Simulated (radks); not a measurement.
The numbers below are computed, except where a source is named.
How relativity changes the ionisation of neutral krypton ([Kr]) to Kr+ ([Ar] 3d10 4s2 4p5). Spin-unpolarised spherical Kohn-Sham, PBEsol, point nucleus unless stated (finite: rms radius 4.1884 fm), a radial shooting solver on a logarithmic mesh with Libxc functionals. A level marked "c x" has the speed of light scaled by that factor and shares open shells by 2j + 1; other Dirac levels either fill j = l - 1/2 first or share by 2j + 1.

level                               E(Kr) (hartree)  E(Kr+) (hartree)  IE (eV)   HOMO  <r> HOMO (bohr)
non-rel.                                -2751.69035       -2751.16459   14.307     4p            1.949
scalar-rel.                             -2788.47878       -2787.95388   14.283     4p            1.943
scalar-rel., finite nucleus             -2788.45501       -2787.93011   14.283     4p            1.943
Dirac, 2j+1 shares                      -2788.69290       -2788.16772   14.291  4p3/2            1.960
Dirac, low j first                      -2788.69290       -2788.17657   14.050  4p3/2            1.960
Dirac, 2j+1 shares, finite nucleus      -2788.66911       -2788.14392   14.291  4p3/2            1.960
Dirac, c x 0.75                         -2819.32506       -2818.80005   14.286  4p3/2            1.968
Dirac, c x 1.25                         -2775.07911       -2774.55376   14.295  4p3/2            1.956
Dirac, c x 100                          -2751.69393       -2751.16817   14.307  4p3/2            1.949

NIST Atomic Spectra Database: 14.000 eV (measured). The relativistic part of the total energy of Kr is -36.98 hartree (Dirac, 2j+1 shares, finite nucleus), 1.3 % of the non-relativistic value. Spin polarisation and multiplet splitting of open shells are left out at every level.

Beside tabulated values, note that spin-unpolarised runs miss the spin-polarisation part of the exchange energy of open shells.
